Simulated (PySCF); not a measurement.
Coordinates in bohr (charge 0 multiplicity 1):
```
Ta    0.0000    0.2187    0.1346
S     0.0000   -3.2396   -1.9930
F     0.0078    2.8851   -2.1738
F     2.9087    0.2381    2.1288
F    -2.9166    0.2453    2.1172
```

All numbers come from PySCF, PBE0, basis Ta def2-SVP with ECP60, S def2-SVP, F def2-SVP (scalar-relativistic core potentials, no spin–orbit coupling, density fitting).

This geometry of TaSF₃ is a stationary point at this level.

What is the point group?

C3v.

Is it a minimum?

Yes: all harmonic wavenumbers are real.

Which band is strongest in the infrared?

713 cm⁻¹ (e), 238 km/mol.

Give the atomic charges and bond orders.


```json
{"atom": "Ta1", "Mulliken": "1.20", "Löwdin": "0.15", "polar tensor": "2.38", "Mayer order to Ta1": "–"}
{"atom": "S2", "Mulliken": "-0.26", "Löwdin": "0.18", "polar tensor": "-0.55", "Mayer order to Ta1": "2.29"}
{"atom": "F3,4,5", "Mulliken": "-0.31", "Löwdin": "-0.11", "polar tensor": "-0.61", "Mayer order to Ta1": "1.09"}
```

Give the ideal-gas entropy at 298.15 K and 1 bar by parts.

translation 178.7, rotation 106.9, vibration 54.7, spin 0.0; total 340.3 J/(mol K).

Stability towards spin polarisation was not tested. This need not be the most stable arrangement of these atoms. No spin–orbit coupling is included, which matters more the heavier the element.
